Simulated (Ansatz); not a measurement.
Consider the substitution at a C–C bond: `BC(C)[SiH3]` + CH₃OH → `BC([SiH3])OC` + CH₄.

Isolated molecules relaxed with PBE0-D4/def2-TZVP in Ansatz; ΔE leaves out vibrations. CBS: MP2 limit from def2 TZ/QZ plus the TZ coupled-cluster correction, frozen cores. This one scheme is used for every species. Functionals use def2-TZVPP. One conformer a species, not always the lowest.

| level | ΔE (kJ/mol) | difference from CCSD(T)/CBS |
| --- | --- | --- |
| PBE-D4 | 24.0 | -18.7 |
| PBE0-D4 | 34.1 | -8.6 |
| B2PLYP | 37.1 | -5.6 |
| PBE | 25.5 | -17.2 |
| SCS-MP2/def2-TZVPP | 46.1 | 3.4 |
| CCSD/def2-TZVPP | 44.6 | 1.9 |
| HF/def2-QZVPP | 53.4 | 10.7 |
| SCS-MP2/def2-QZVPP | 47.7 | 5.0 |
| HF/CBS(def2) | 53.4 | 10.7 |
| CCSD/CBS(def2) | 46.7 | 4.0 |
| CCSD(T)/CBS | 42.7 | 0 |

Largest T1 diagnostic among the species: 0.013.

From PBE to PBE0 (25 % exact exchange), in def2-TZVPP and without D4, ΔE moves by +9.9 kJ/mol. In def2-TZVPP, CCSD(T) changes the Hartree–Fock value by −12.1 kJ/mol (the triples alone add −4.0 kJ/mol) and MP2 by −6.9 kJ/mol.

CCSD(T)/CBS has its own doubt, a few kJ/mol and more with outer-core shells, so smaller differences from it don't rank the levels.
